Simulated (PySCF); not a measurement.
## Working out the ionisation energy of V

V [Ar] 3d3 4s2 (4F) → V⁺ [Ar] 3d4 (5D). All numbers are calculated (PySCF 2.14, no relativity, point nucleus, in def2-TZVP). Frozen: [Ar]. Energies in hartree (1 hartree = 27.21139 eV):

```
             part    V (lower)   V⁺ (upper)
              UHF  -942.872327  -942.656164
MP2 opposite-spin    -0.027498     0.000000
    MP2 same-spin    -0.021209    -0.037364
```

**Question.** What does Hartree-Fock give?

**Answer.** (-942.656164) − (-942.872327) = 0.216163 hartree = 5.882 eV.

**Question.** What do MP2 and SCS-MP2 (6/5 opposite-spin, 1/3 same-spin) give?

**Answer.** The opposite-spin parts differ by 0.748 eV and the same-spin parts by -0.440 eV. MP2: 5.882 + (0.748) + (-0.440) = 6.190 eV. SCS-MP2: 5.882 + 1.2 × (0.748) + (-0.440)/3 = 6.633 eV.

Measured between the centres of the two terms (NIST): 6.732 eV, so MP2 (valence) is off by -0.542 eV.

The calculation is non-relativistic.

What remains against the reference includes basis incompleteness, the frozen core and correlation beyond second order.
